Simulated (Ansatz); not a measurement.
Ansatz results at the PBE0-D4/def2-TZVP geometry: size of the dipole moment (PBE/def2-TZVPP) 0.58 D; ideal-gas entropy at 298 K and 1 bar (rigid rotor, harmonic PBE0-D4/def2-TZVP) 287 J/(mol·K); size of the dipole moment (ωB97M-V/def2-TZVPP) 0.75 D.

Q: Which molecule gave them?
A. `[SiH3]O[B]Br`•
B. `[SiH2][SeH]`•
C. `[Br][InH]`•
D. `[BH]CC`•

A: B. The others give `[BH]CC`•: 1.27, 290, 1.21; `[SiH3]O[B]Br`•: 1.96, 345, 2.00; `[Br][InH]`•: 2.49, 292, 2.79.
